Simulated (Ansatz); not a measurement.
Geometry optimisation, Ansatz 0.2.0, RKS BHLYP/def2-SVP.

input.yaml

```yaml
crystal:
  periodic: [false, false, false]
  atoms:
    - { symbol: B, position_ang: [0.0, 0.0, 0.0] }
    - { symbol: F, position_ang: [0.0, 0.0, 1.67] }
    - { symbol: F, position_ang: [1.1431, 0.0, -0.66] }
    - { symbol: F, position_ang: [-1.1431, 0.0, -0.66] }
    - { symbol: O, position_ang: [0.0715, -1.6212, 0.5392] }
    - { symbol: H, position_ang: [-0.475, -2.2058, -0.077] }
    - { symbol: H, position_ang: [0.0453, -1.0266, 1.5024] }
basis:
  gaussian: { orbitals: def2-SVP }
hamiltonian:
  xc: { name: BHLYP }
relax:
  f_tol: 0.15
  max_steps: 25
  restrain:
    - { distance: [0, 4], at: 1.41, k: 30.0 }
    - { distance: [6, 1], at: 0.92, k: 30.0 }
    - { distance: [0, 1], at: 2.52, k: 30.0 }
    - { distance: [6, 4], at: 2.21, k: 30.0 }
```

Launched with:

```bash
$ ansatz run input.yaml --threads 1 --pin off --max-ram 2048MiB --backend cpu --events-out ev --progress --plain --runs-dir out
```

Problem. Where does it end, and by what steps?

Solution. It converged. The restraints hold the end off the free minimum; the threshold counts their pulls, which the force column leaves out. Restrained pairs: B1–O5 (1.71 → 1.37 Å), F2–H7 (1.04 → 0.92 Å), B1–F2 (1.67 → 2.52 Å), O5–H7 (1.13 → 2.21 Å). After 6 steps the energy has fallen by 2.777 eV (the restraints' own energy left out); H7 moved furthest, 0.63 Å.

```
step  energy less start (eV)  largest force component (eV/Å)  accepted
   0                  0.0000                           6.973       yes
   1                 -1.2750                           6.055       yes
   2                 -2.1840                           4.516       yes
   3                 -2.6001                           1.262       yes
   4                 -2.7453                           1.307       yes
   5                 -2.7715                           1.088       yes
   6                 -2.7771                           1.104       yes
```

```xyz
7
Properties=species:S:1:pos:R:3
B 0.035 -0.457 -0.424
F -0.114 0.041 2.042
F 1.123 0.255 -0.510
F -1.101 0.032 -0.861
O 0.120 -1.746 0.041
H -0.720 -2.200 0.008
H 0.299 -0.779 2.019
```

The run took 23 s on 1 thread of Arm Neoverse V1 (shared host), peak memory 0.15 GiB.
